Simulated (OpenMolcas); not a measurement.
**Multiplet structure of Se³⁺**

| Property | Result |
| --- | --- |
| Program | OpenMolcas 26.06 |
| Method | RASSCF |
| Basis | ANO-RCC-VTZP [6s5p3d1f] |
| Scalar Hamiltonian | DKH2, point nucleus |
| Active space | 3 electrons in 9 orbitals (RAS2 4s 4p; RAS3 4d, at most 2 electrons) |
| State averaging | 2S+1 = 4 odd, 1 root; 2S+1 = 2 odd, 11 roots; 2S+1 = 4 even, 3 roots; 2S+1 = 2 even, 9 roots |
| Spin-orbit coupling | state interaction with AMFI integrals over the reference wave functions, term energies averaged over their components |

Spin-free terms above the lowest, with the occupations of the reference:

| Configuration | Term | E (cm⁻¹) | Occupations |
| --- | --- | --- | --- |
| 4s² 4p | ²P° | 0.0 | 4s 1.94 4p 1.04 4d 0.02 |
| 4s 4p² | ⁴P | 73681 | 4s 1.00 4p 1.99 4d 0.01 |
| 4s 4p² | ²D | 99605 | 4s 1.10 4p 1.76 4d 0.14 |
| 4s 4p² | ²S | 127701 | 4s 1.00 4p 1.96 4d 0.04 |
| 4s 4p² | ²P | 138066 | 4s 0.96 4p 2.00 4d 0.05 |

With spin-orbit coupling, above the lowest level:

```json
{"Configuration": "4s² 4p", "Term": "²P°", "J": "1/2", "E (cm⁻¹)": "0.0", "Measured (cm⁻¹)": "0.0", "g": "0.666", "Term weight %": "100", "Second": ""}
{"Configuration": "4s² 4p", "Term": "²P°", "J": "3/2", "E (cm⁻¹)": "3919", "Measured (cm⁻¹)": "4376", "g": "1.334", "Term weight %": "100", "Second": ""}
{"Configuration": "4s 4p²", "Term": "⁴P", "J": "1/2", "E (cm⁻¹)": "73823", "Measured (cm⁻¹)": "", "g": "2.668", "Term weight %": "100", "Second": ""}
{"Configuration": "4s 4p²", "Term": "⁴P", "J": "3/2", "E (cm⁻¹)": "75343", "Measured (cm⁻¹)": "", "g": "1.734", "Term weight %": "100", "Second": ""}
{"Configuration": "4s 4p²", "Term": "⁴P", "J": "5/2", "E (cm⁻¹)": "77545", "Measured (cm⁻¹)": "", "g": "1.599", "Term weight %": "99", "Second": ""}
{"Configuration": "4s 4p²", "Term": "²D", "J": "3/2", "E (cm⁻¹)": "102109", "Measured (cm⁻¹)": "104211", "g": "0.801", "Term weight %": "100", "Second": ""}
{"Configuration": "4s 4p²", "Term": "²D", "J": "5/2", "E (cm⁻¹)": "102389", "Measured (cm⁻¹)": "104706", "g": "1.203", "Term weight %": "99", "Second": ""}
{"Configuration": "4s 4p²", "Term": "²S", "J": "1/2", "E (cm⁻¹)": "130017", "Measured (cm⁻¹)": "128787", "g": "1.938", "Term weight %": "95", "Second": "5 ²P"}
{"Configuration": "4s 4p²", "Term": "²P", "J": "1/2", "E (cm⁻¹)": "139435", "Measured (cm⁻¹)": "136134", "g": "0.732", "Term weight %": "95", "Second": "5 ²S"}
{"Configuration": "4s 4p²", "Term": "²P", "J": "3/2", "E (cm⁻¹)": "141619", "Measured (cm⁻¹)": "138354", "g": "1.333", "Term weight %": "100", "Second": ""}
```

Against the 6 measured excited levels shown (Moore, Atomic Energy Levels, vol. II, NSRDS-NBS 35 (1971 reprint of NBS Circular 467, 1952)) the mean absolute deviation is 2100 cm-1; the largest miss in energy is 4s 4p² ²P_1/2: computed 139435, measured 136134 cm⁻¹ (+2.4 %), and the largest in proportion 4s² 4p ²P°_3/2 (-10.4 %).

Spin-orbit coupling puts the lowest level 2614 cm⁻¹ below the lowest spin-free term.

Active for correlation alone: 4d; no level in the range computed is led by a configuration that fills it, so any true level of that kind is missing. Measured partners are found by configuration, term and J. A level has none where our copy of the source lacks it or the pairing is in doubt (some pairs that miss far off the trend of their configuration count as doubtful), and it then counts in no deviation. Levels of configurations outside the active space are missing. The first state left out of the spin-orbit step lies near 190000 cm-1 above the lowest spin-free state of the reference (among the parities and spins computed), and the list stops at four fifths of that energy or lower.

The term weight is that of the spin-free term in the level, not the purity of its configuration. ° marks odd parity.
